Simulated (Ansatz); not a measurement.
Z-matrix (Å, degrees):
```
Ge
Sb 1 2.631
H 1 1.538 2 110.3
H 1 1.538 2 108.0 3 119.5
H 1 1.543 2 111.8 3 -120.2
C 2 2.171 1 92.2 3 -127.9
S 2 2.410 1 92.7 3 -82.3
H 6 1.086 2 115.7 1 -20.0
H 6 1.085 2 114.4 1 -156.8
```

The species carries charge 0 and has multiplicity 1. Sb: def2 effective core potential.

Q: List the ωB97M-V/def2-TZVPP orbital energies in eV (Ansatz). (Estimate.)

A: Computed: Occupied: -10866.49, -2426.80, -1362.35, -1210.09, -1210.07, -1210.07, -282.66, -220.71, -174.11, -163.81, -163.79, -163.61, -160.10, -123.36, -123.33, -123.33, -111.59, -111.51, -111.43, -38.97, -38.93, -38.88, -38.79, -38.77, -36.14, -36.14, -36.12, -36.07, -36.06, -24.89, -19.67, -18.84, -16.93, -15.12, -13.11, -12.05, -12.00, -11.00, -9.87, -9.37, -8.53. Lowest empty: 0.03, 0.87, 1.43, 2.61, 3.03, 3.11, 3.26, 3.77.
